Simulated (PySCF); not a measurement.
Here is a computed GFN2-xTB geometry (Å):
```
atom  x, y, z in Å
O1    -3.1435    1.0240    1.0002
C2    -2.5475    0.0192    0.7017
C3    -1.1392   -0.0441    0.3063
C4    -0.5392   -1.2611   -0.0238
C5     0.7865   -1.3056   -0.3943
C6     1.5356   -0.1310   -0.4404
S7     3.2253   -0.2456   -0.9150
C8     0.9469    1.0888   -0.1160
C9    -0.3790    1.1269    0.2532
H10   -3.0543   -0.9670    0.7074
H11   -1.1195   -2.1717    0.0119
H12    1.2579   -2.2424   -0.6503
H13    3.4930    1.0564   -0.8184
H14    1.5275    1.9994   -0.1544
H15   -0.8548    2.0616    0.5099
```

Neutral, closed shell.

Read off the bonds between heavy atoms and their formal orders.

O1–C2 1.21 Å (double); C2–C3 1.46 Å (single); C3–C4 1.40 Å (aromatic); C4–C5 1.38 Å (aromatic); C5–C6 1.39 Å (aromatic); C6–S7 1.76 Å (single); C6–C8 1.39 Å (aromatic); C8–C9 1.38 Å (aromatic); C3–C9 1.40 Å (aromatic). Bonds to hydrogen (Å): C2–H10 1.11; C4–H11 1.08; C5–H12 1.08; S7–H13 1.33; C8–H14 1.08; C9–H15 1.08.

Write the SMILES.

`O=Cc1ccc(S)cc1`, C7H6OS. Among its features: aldehyde, benzene ring and thiol.

Name the point group.

Cs (tolerance 0.08 Å).

Which rings does it hold (smallest set)?

C3–C4–C5–C6–C8–C9 (6 members, 0.00 Å rms from planarity).

Describe the place of each heavy atom.

O1: aldehyde oxygen; C2: aldehyde carbon; C3: substituted aromatic carbon; C4/C9: aromatic CH carbon; C5/C8: aromatic CH carbon; C6: substituted aromatic carbon; S7: thiol sulfur.

What is the arrangement about C2?

It has 3 neighbours (O1, C3, H10) and is planar (angles 125.3°, 120.9° and 113.7°, sum 360.0°, 0.00 Å off the plane of its three neighbours).

What is the arrangement about C5?

It has 3 neighbours (C4, C6, H12) and is planar (angles 120.8°, 119.9° and 119.3°, sum 360.0°, 0.00 Å off the plane of its three neighbours).
